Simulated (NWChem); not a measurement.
System meant: SiH4TeS; SMILES [SiH3][Te]S

Here is an NWChem input.

```
start job
memory heap 200 mb stack 900 mb global 1100 mb
geometry units angstroms noautoz
  Te     0.735633    -0.060352     0.000935
  S     -1.029855    -1.731324    -0.110609
  H     -1.180292    -1.881821     1.225428
  Si    -0.910891     1.834466     0.014891
  H     -0.112702     3.098339     0.055459
  H     -1.782364     1.748193     1.223132
  H     -1.749207     1.797376    -1.217542
end
basis spherical
  * library def2-svp
end
dft
  xc xpbe96 cpbe96
  iterations 150
  mulliken
end
task dft energy
```

End of the output:

```
             Grid Information
             ----------------
          Grid used for XC integration:  medium
          Radial quadrature: Mura-Knowles
          Angular quadrature: Lebedev.
          Tag              B.-S. Rad. Rad. Pts. Rad. Cut. Ang. Pts.
          ---              ---------- --------- --------- ---------
          Te                  1.40      123          10.0       590
          S                   1.00       88          12.0       590
          H                   0.35       45          12.0       434
          Si                  1.10       88          11.0       590
          Grid pruning is: on
          Number of quadrature shells:   479
          Spatial weights used:  Erf1

          Convergence Information
          -----------------------
          Convergence aids based upon iterative change in
          total energy or number of iterations.
          Levelshifting, if invoked, occurs when the
          HOMO/LUMO gap drops below (HL_TOL):  1.00D-02
          DIIS, if invoked, will attempt to extrapolate
          using up to (NFOCK): 10 stored Fock matrices.

                    Damping( 0%)  Levelshifting(0.5)       DIIS
                  --------------- ------------------- ---------------
          dE  on:    start            ASAP                start
          dE off:    2 iters        150 iters           150 iters

      Screening Tolerance Information
      -------------------------------
          Density screening/tol_rho:  1.00D-10
          AO Gaussian exp screening on grid/accAOfunc:  14
          CD Gaussian exp screening on grid/accCDfunc:  20
          XC Gaussian exp screening on grid/accXCfunc:  20
          Schwarz screening/accCoul:  1.00D-08

      Superposition of Atomic Density Guess
      -------------------------------------

      charge =      52.0 Te (Tellurium)

      symmetry species            s     p     d     f
      number of basis functions =10     7     6
      number of cont. functions = 4     4     2
      number of closed shells   = 5     3     2
      number of open shells     = 0     1     0
      open shell occupation     = 0     4     0
 ------------------------------------------------------------------------
 atomscf:atomd: error in atom scf                   0
 ------------------------------------------------------------------------
 ------------------------------------------------------------------------
  current input line :
    20: task dft energy
 ------------------------------------------------------------------------
 ------------------------------------------------------------------------
 This error has not yet been assigned to a category
 ------------------------------------------------------------------------
 For more information see the NWChem manual at https://nwchemgit.github.io

0:atomscf:atomd: error in atom scf:Received an Error in Communication
```

Problem. What is wrong, and how is it mended?

Solution. The run crashed. Cause: the def2 basis of a heavy element holds valence functions alone and wants its effective core potential (without it all electrons must fit into that basis). This input runs:
```
start job
memory heap 200 mb stack 900 mb global 1100 mb
geometry units angstroms noautoz
  Te     0.735633    -0.060352     0.000935
  S     -1.029855    -1.731324    -0.110609
  H     -1.180292    -1.881821     1.225428
  Si    -0.910891     1.834466     0.014891
  H     -0.112702     3.098339     0.055459
  H     -1.782364     1.748193     1.223132
  H     -1.749207     1.797376    -1.217542
end
basis spherical
  Te library def2-svp
  S library def2-svp
  H library def2-svp
  Si library def2-svp
end
ecp
  Te library def2-ecp
end
dft
  xc xpbe96 cpbe96
  iterations 150
  mulliken
end
task dft energy
```
It converges to -957.56980 Ha (PBE/def2-SVP with def2 effective core potentials on Te).
